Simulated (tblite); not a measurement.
C5H8BCl.
Atom-mapped SMILES: `[Cl:1][CH2:2][C@@H:3]1[BH:4][CH2:5][CH:6]=[CH:7]1` (hydrogens: H8, H9 on C2; H10 on C3; H11 on B4; H12, H13 on C5; H14 on C6; H15 on C7)

Computed with GFN2-xTB (tblite), gas phase: L-BFGS steps from a force-field or distance-geometry start until the largest atomic force falls under 0.01 eV/Å.

Step 31: E = -558.5538 eV
```
atom  x, y, z in Å  |  force x, y, z in eV/Å
Cl1     1.5021   -1.4503   -1.1081    0.145   0.003   0.051
C2      1.9009   -0.0105   -0.1200   -0.036  -0.023  -0.033
C3      0.5966    0.6030    0.3983    0.055   0.007  -0.039
B4     -0.2765   -0.4758    1.1863    0.054  -0.047  -0.106
C5     -1.5855   -0.6760    0.3324    0.005  -0.004   0.021
C6     -1.4430    0.3309   -0.7765    0.053  -0.044  -0.049
C7     -0.3013    0.9978   -0.7492    0.011   0.042   0.027
H8      2.4532    0.6688   -0.7767   -0.059  -0.070   0.101
H9      2.5334   -0.3519    0.7042   -0.032   0.042  -0.145
H10     0.8878    1.4784    0.9911   -0.035   0.024  -0.011
H11     0.0828   -1.0358    2.1428   -0.113  -0.029   0.032
H12    -1.6340   -1.6813   -0.1049    0.001   0.027   0.082
H13    -2.5306   -0.5564    0.8665   -0.008   0.015   0.026
H14    -2.2034    0.4363   -1.5334   -0.032   0.035   0.019
H15     0.0133    1.7308   -1.4747   -0.009   0.022   0.024
```

Step 32: E = -558.5570 eV
```
atom  x, y, z in Å  |  force x, y, z in eV/Å
Cl1     1.5152   -1.4534   -1.1029    0.125   0.011   0.065
C2      1.9015   -0.0076   -0.1164    0.028  -0.047  -0.069
C3      0.5944    0.6033    0.3951    0.111  -0.043  -0.018
B4     -0.2706   -0.4840    1.1779   -0.012  -0.053  -0.050
C5     -1.5856   -0.6777    0.3303    0.017  -0.003   0.037
C6     -1.4415    0.3269   -0.7795    0.023  -0.005  -0.028
C7     -0.3017    0.9964   -0.7536    0.021   0.043   0.061
H8      2.4545    0.6681   -0.7749   -0.056  -0.034   0.083
H9      2.5385   -0.3444    0.7066   -0.067   0.047  -0.130
H10     0.8817    1.4765    0.9920   -0.035   0.043  -0.013
H11     0.0834   -1.0421    2.1396   -0.105  -0.013  -0.016
H12    -1.6556   -1.6805   -0.1057    0.015  -0.013   0.074
H13    -2.5230   -0.5450    0.8759   -0.003   0.025   0.015
H14    -2.2053    0.4385   -1.5302   -0.058   0.021  -0.025
H15     0.0098    1.7331   -1.4761   -0.003   0.020   0.012
```

Step 33: E = -558.5598 eV
```
atom  x, y, z in Å  |  force x, y, z in eV/Å
Cl1     1.5299   -1.4563   -1.0971    0.093  -0.014   0.052
C2      1.9024   -0.0062   -0.1147    0.064  -0.044  -0.077
C3      0.5943    0.6024    0.3917    0.101  -0.071   0.008
B4     -0.2649   -0.4926    1.1695   -0.060  -0.045   0.014
C5     -1.5852   -0.6791    0.3287    0.009  -0.005   0.032
C6     -1.4397    0.3232   -0.7831   -0.012   0.030   0.000
C7     -0.3016    0.9955   -0.7567    0.013   0.030   0.067
H8      2.4547    0.6671   -0.7722   -0.023   0.028   0.024
H9      2.5422   -0.3366    0.7071   -0.061   0.031  -0.074
H10     0.8750    1.4753    0.9923   -0.025   0.038  -0.019
H11     0.0814   -1.0482    2.1374   -0.093   0.002  -0.062
H12    -1.6752   -1.6804   -0.1054    0.023  -0.032   0.071
H13    -2.5155   -0.5334    0.8852    0.018   0.029  -0.006
H14    -2.2084    0.4413   -1.5276   -0.053   0.008  -0.043
H15     0.0061    1.7359   -1.4771    0.006   0.015   0.011
```

Step 34: E = -558.5618 eV
```
atom  x, y, z in Å  |  force x, y, z in eV/Å
Cl1     1.5412   -1.4586   -1.0933    0.065  -0.049   0.024
C2      1.9039   -0.0066   -0.1152    0.059  -0.016  -0.062
C3      0.5960    0.6004    0.3898    0.045  -0.067   0.018
B4     -0.2621   -0.4989    1.1646   -0.068  -0.015   0.046
C5     -1.5846   -0.6803    0.3277    0.007   0.009   0.006
C6     -1.4385    0.3213   -0.7856   -0.036   0.044   0.023
C7     -0.3013    0.9955   -0.7575   -0.001   0.012   0.049
H8      2.4544    0.6668   -0.7701    0.014   0.078  -0.036
H9      2.5441   -0.3314    0.7055   -0.025   0.005  -0.008
H10     0.8710    1.4752    0.9911   -0.010   0.012  -0.020
H11     0.0761   -1.0514    2.1376   -0.076   0.004  -0.081
H12    -1.6857   -1.6808   -0.1039    0.022  -0.050   0.062
H13    -2.5101   -0.5260    0.8901    0.016   0.029  -0.010
H14    -2.2114    0.4437   -1.5261   -0.025   0.000  -0.033
H15     0.0027    1.7391   -1.4766    0.015   0.004   0.022
```

Q: Estimate the geometry and energy of step 35. (The exact step hangs on the optimiser's Hessian estimate; all steps are aligned on step 34, rigid shifts and turns removed.)

A: E = -558.5634 eV, largest force 0.135 eV/Å
```
atom  x, y, z in Å  |  force x, y, z in eV/Å
Cl1     1.5540   -1.4611   -1.0863    0.048  -0.076  -0.006
C2      1.9074   -0.0052   -0.1157    0.034   0.019  -0.031
C3      0.5979    0.5974    0.3881   -0.017  -0.041   0.021
B4     -0.2598   -0.5066    1.1593   -0.061   0.018   0.051
C5     -1.5861   -0.6798    0.3277   -0.030  -0.013  -0.013
C6     -1.4388    0.3206   -0.7874   -0.044   0.041   0.036
C7     -0.3010    0.9943   -0.7581   -0.015  -0.010   0.019
H8      2.4555    0.6700   -0.7682    0.037   0.101  -0.082
H9      2.5462   -0.3231    0.7063    0.016  -0.015   0.041
H10     0.8649    1.4757    0.9896    0.004  -0.029  -0.021
H11     0.0767   -1.0629    2.1307   -0.067   0.004  -0.084
H12    -1.7016   -1.6816   -0.1004    0.023  -0.008   0.075
H13    -2.5068   -0.5130    0.8972    0.046   0.016  -0.031
H14    -2.2142    0.4448   -1.5266    0.006  -0.002  -0.010
H15     0.0012    1.7384   -1.4781    0.021  -0.003   0.035
```

The energy changes by -0.0016 eV. The first-order estimate −F·Δx gives -0.0022 eV and the mean of the old and new forces, exact on a quadratic surface, -0.0016 eV. The step makes an angle of 75° with the force vector and moves no atom by more than 0.016 Å.

What follows is the cost of the whole relaxation. Time: 0.62 s of wall time. Hardware: Arm Neoverse N1, one thread, no GPU, shared host with 64 logical CPUs at a one-minute load of 60.
